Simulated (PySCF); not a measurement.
C3H9B, charge +1, doublet, geometry from GFN2-xTB (a state made from the parent by changing its charge; the spin is typed, not shown lowest). Base run: PBE/6-31G run with PySCF.

Geometry (Å):
```xyz
13

B     -0.0565     0.0552    -0.0536
C      1.5141    -0.1379    -0.2262
H      2.0276    -0.8550     0.4056
H      1.9410     0.8485    -0.0342
H      1.6553    -0.4316    -1.2682
C     -0.4920    -0.7695     1.2363
H     -1.3424    -1.3754     0.9171
H     -0.7981    -0.0138     1.9626
H      0.2335    -1.4199     1.7135
C     -0.9761     0.8646    -0.9655
H     -1.8539     1.2836    -0.4671
H     -1.3635     0.2327    -1.7699
H     -0.4933     1.7120    -1.4590
```
Charge +1, spin multiplicity 2.
Orbitals are unrestricted.
All else is at PySCF's defaults.
Base energy -143.99435 Eh.

Variants of this job, named by their change:

```json
[
 {"change": "base", "ΔE vs base (mEh)": "0.000", "SCF cycles": "10", "<S^2>": "0.751", "outcome": "converged"},
 {"change": "diis = off; damp = 0.3 (with mf.diis_start_cycle = 200; with mf.max_cycle = 150)", "ΔE vs base (mEh)": "-", "SCF cycles": "150", "<S^2>": "-", "outcome": "not converged"},
 {"change": "conv_tol = 1e-12", "ΔE vs base (mEh)": "0.000", "SCF cycles": "14", "<S^2>": "0.751", "outcome": "converged"},
 {"change": "diis_space = 2", "ΔE vs base (mEh)": "0.000", "SCF cycles": "22", "<S^2>": "0.751", "outcome": "converged"},
 {"change": "conv_tol_grad = 1e-3", "ΔE vs base (mEh)": "0.000", "SCF cycles": "10", "<S^2>": "0.751", "outcome": "converged"},
 {"change": "level_shift = 0.3 (with mf.max_cycle = 100)", "ΔE vs base (mEh)": "0.000", "SCF cycles": "23", "<S^2>": "0.751", "outcome": "converged"},
 {"change": "diis = off; damp = 0.6 (with mf.diis_start_cycle = 200; with mf.max_cycle = 150)", "ΔE vs base (mEh)": "0.000", "SCF cycles": "20", "<S^2>": "0.751", "outcome": "converged"},
 {"change": "DIIS = ADIIS", "ΔE vs base (mEh)": "0.000", "SCF cycles": "15", "<S^2>": "0.751", "outcome": "converged"},
 {"change": "conv_tol = 1e-4", "ΔE vs base (mEh)": "0.013", "SCF cycles": "5", "<S^2>": "0.751", "outcome": "converged"},
 {"change": "conv_tol = 1e-11", "ΔE vs base (mEh)": "0.000", "SCF cycles": "12", "<S^2>": "0.751", "outcome": "converged"},
 {"change": "level_shift = 1.0 (with mf.max_cycle = 100)", "ΔE vs base (mEh)": "0.000", "SCF cycles": "69", "<S^2>": "0.751", "outcome": "converged"},
 {"change": "diis_space = 20", "ΔE vs base (mEh)": "0.000", "SCF cycles": "10", "<S^2>": "0.751", "outcome": "converged"},
 {"change": "init_guess = atom", "ΔE vs base (mEh)": "0.000", "SCF cycles": "10", "<S^2>": "0.751", "outcome": "converged"}
]
```

Open shells are given as the SCF converged; they aren't shown to be the lowest states, and a large step between rows can be another state.
